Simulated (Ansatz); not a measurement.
Mulliken charges of CH₅SSn, SMILES `C[S][SnH2]` radical from ωB97M-V/def2-TZVPP in Ansatz (PBE0-D4/def2-TZVP geometry).

```tsv
atom	x (Å)	y (Å)	z (Å)	charge (e)
C1	-0.679	1.155	-0.443	-0.359
S2	-0.981	-0.130	0.802	-0.257
Sn3	0.671	-1.759	0.179	0.360
H4	-0.974	0.820	-1.436	0.146
H5	0.366	1.465	-0.450	0.143
H6	-1.297	2.010	-0.165	0.138
H7	2.127	-0.873	-0.121	-0.092
H8	0.859	-2.746	1.579	-0.079
```

**Question.** By hand: the dipole of these point charges (1 e Å = 4.8032 D).

**Answer.** Σ q r = (0.205, -0.111, -0.393) e Å, of length 0.457 e Å = 2.20 D.

**Question.** How does the dipole of the full density compare? (Best estimate.)

**Answer.** The calculation gave: (0.126, 0.054, -0.290) e Å, 1.54 D; the point charges give 1.43 times that, at 24° from its direction.

Point charges leave out the atoms' own dipoles, such as those of lone pairs, and Mulliken's split depends on the basis, so the two needn't agree.
